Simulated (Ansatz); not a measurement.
Geometry optimisation, RHF/def2-SVP (Ansatz).

Input file:

```yaml
crystal:
  periodic: [false, false, false]
  atoms:
    - { symbol: Zr, position_ang: [-0.108841, 0.219592, 0.480284] }
    - { symbol: F, position_ang: [1.43745, -1.088684, -2.519944] }
    - { symbol: O, position_ang: [-0.728274, -1.589045, 0.336179] }
    - { symbol: O, position_ang: [-1.126281, 1.415372, -0.620662] }
    - { symbol: O, position_ang: [-0.105347, 0.804806, 2.312354] }
    - { symbol: H, position_ang: [1.876532, -0.648404, -1.869318] }
    - { symbol: H, position_ang: [1.804996, 0.273068, -0.187315] }
    - { symbol: H, position_ang: [-1.081753, -2.421808, 0.073771] }
    - { symbol: H, position_ang: [-1.714257, 1.890015, -1.183023] }
    - { symbol: H, position_ang: [-0.254425, 1.145088, 3.177673] }
basis:
  gaussian: { orbitals: def2-SVP }
hamiltonian:
  xc: hf
relax:
  f_tol: 0.03
  max_steps: 50
```

Launched with:

```bash
$ ansatz run input.yaml --threads 2 --pin off --max-ram 3072MiB --backend cpu --events-out ev --progress --plain --runs-dir out
```

Question: Where does it end, and by what steps?

Answer: The forces met the threshold. After 24 steps the energy has fallen by 0.123 eV; F2 moved furthest, 0.87 Å. Joined: Zr1–F2.

```
step  energy less start (eV)  largest force component (eV/Å)  accepted
   0                  0.0000                           0.948       yes
   1                  0.0578                           2.136        no
   2                 -0.0679                           0.249       yes
   3                 -0.0776                           0.094       yes
   4                 -0.0657                           0.958        no
   5                 -0.0861                           0.083       yes
   6                 -0.0912                           0.061       yes
   7                 -0.0925                           0.325       yes
   8                 -0.0944                           0.186       yes
   9                 -0.0960                           0.131       yes
  10                 -0.0970                           0.079       yes
  11                 -0.0975                           0.067       yes
  12                 -0.0976                           0.066       yes
  13                 -0.0977                           0.064       yes
  14                 -0.0812                           1.160        no
  15                 -0.0998                           0.276       yes
  16                 -0.1018                           0.419       yes
  17                 -0.1094                           0.107       yes
  18                 -0.1099                           0.108       yes
  19                 -0.1002                           1.238        no
  20                 -0.1178                           0.190       yes
  21                 -0.1177                           0.272        no
  22                 -0.1212                           0.122       yes
  23                 -0.1224                           0.030       yes
  24                 -0.1227                           0.007       yes
```

```xyz
10
Properties=species:S:1:pos:R:3
Zr -0.009 0.103 0.305
F 0.855 -0.617 -2.085
O -0.622 -1.725 0.289
O -0.969 1.382 -0.773
O -0.106 0.714 2.123
H 1.705 -0.430 -1.816
H 1.881 0.212 0.007
H -1.014 -2.577 0.241
H -1.517 1.931 -1.302
H -0.205 1.007 3.010
```

Whether the end is a true minimum wasn't checked by a vibrational analysis.

Time of the run: 38 s on 2 threads of Arm Neoverse V2 (shared host), peak memory 0.23 GiB.
